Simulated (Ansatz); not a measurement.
Computed with frozen-core CCSD(T)/cc-pVTZ // PBE0-D4/def2-TZVP (Ansatz, a program for electronic structure).

Ansatz 0.2 input:
```yaml
crystal:
  periodic: [false, false, false]
  atoms:
    - { symbol: Se, position_ang: [0.001201, -0.001785, 0.237029] }
    - { symbol: H, position_ang: [-0.032937, 1.487142, -0.067754] }
    - { symbol: H, position_ang: [1.303309, -0.714487, -0.090851] }
    - { symbol: H, position_ang: [-1.271575, -0.770868, -0.078425] }
basis:
  gaussian: { orbitals: cc-pVTZ }
correlation:
  method: ccsd_t
total_charge: 2
magnetization:
  spin_polarized: true
  initial_magnetization: 1
```

Output:

```
Functional definition: HF
498 factors; integrals over basis functions are off by at most 9.8e-4 eV
mean field evaluation 1: about -65324.4605 eV, gradient 1.2e1 eV
mean field evaluation 2: about -65324.4599 eV, gradient 1.2e1 eV
mean field evaluation 4: about -65325.3066 eV, gradient 1.4e0 eV
mean field evaluation 8: about -65325.3315 eV, gradient 4.4e-4 eV
mean field evaluation 16: about -65325.3324 eV, gradient 1.3e-1 eV
mean field -65325.33146389 eV, -2400.6616521979 hartree, gradient 1.0e-6 eV, S^2 0.760703; 0 other end points of the search recorded, 0 dependent functions left out
9 core orbitals not correlated
reference -65325.33146389 eV, -2400.6616521979 hartree; 9, 8 occupied and 67, 68 virtual orbitals, 498 factors
second order -5.31411104 eV of doubles, -0.00000000 eV of singles
cycle   1  -5.66688927 eV  change   -3.5e-1 eV  update   5.3e-2
cycle   2  -5.88931654 eV  change   -2.2e-1 eV  update   1.8e-2
cycle   3  -5.89910299 eV  change   -9.8e-3 eV  update   5.8e-3
cycle   4  -5.90056169 eV  change   -1.5e-3 eV  update   2.2e-3
cycle   5  -5.90069275 eV  change   -1.3e-4 eV  update   7.8e-4
cycle   6  -5.90073959 eV  change   -4.7e-5 eV  update   2.4e-4
cycle   7  -5.90079832 eV  change   -5.9e-5 eV  update   8.6e-5
cycle   8  -5.90080599 eV  change   -7.7e-6 eV  update   3.0e-5
cycle   9  -5.90079957 eV  change    6.4e-6 eV  update   8.9e-6
perturbative correction -0.17991966 eV, -0.0066119255 hartree
Total energy: -65331.41218312 eV, -2400.8851145080 hartree
```

Cost: very roughly 15 core-seconds.
